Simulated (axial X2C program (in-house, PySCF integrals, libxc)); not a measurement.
**NaBa along the bond: PBE0, 2c**

All values were computed with an axial X2C code built on PySCF integrals. Two-component (2c) means X2C with spin–orbit coupling and atomic mean-field two-electron Coulomb and Gaunt terms. Basis: Ba dyall-cv3z [14s14p9d5f1g], Na dyall-cv3z [9s8p5d2f] (cores contracted in-house); Gaussian nuclei, density fitting, unrestricted open shells. Masses: Ba 137.905 u, Na 22.990 u.

State: Ω = 1/2 (⟨Sz⟩ = 0.50, ⟨Lz⟩ = 0.00 at PBE0). Dipoles are positive if Na is the positive end.

| R (Å) | μ (D) | HOMO (eV) | LUMO (eV) |
| --- | --- | --- | --- |
| 3.418 | -0.550 | -2.99 | -1.53 |
| 3.575 | -0.497 | -3.01 | -1.57 |
| 3.693 | -0.479 | -3.03 | -1.60 |
| 3.811 | -0.467 | -3.05 | -1.63 |
| 3.929 | -0.461 | -3.08 | -1.65 |
| 4.066 | -0.457 | -3.10 | -1.68 |
| 4.204 | -0.450 | -3.13 | -1.71 |
| 4.381 | -0.430 | -3.17 | -1.73 |
| 4.597 | -0.385 | -3.21 | -1.76 |
| 4.911 | -0.279 | -3.27 | -1.77 |

**Question.** The minimum lies at 3.920 Å. What is the dipole moment there, and its slope?

**Answer.** At PBE0, 2c, with the sign and origin stated: μ = -0.46 D, dμ/dR = 0.04 D/Å.

The state is one determinant whose occupation by symmetry is held fixed; it was picked as the lowest of a PBE0 search that is not exhaustive. Density functionals use the spin component along the axis (collinear).
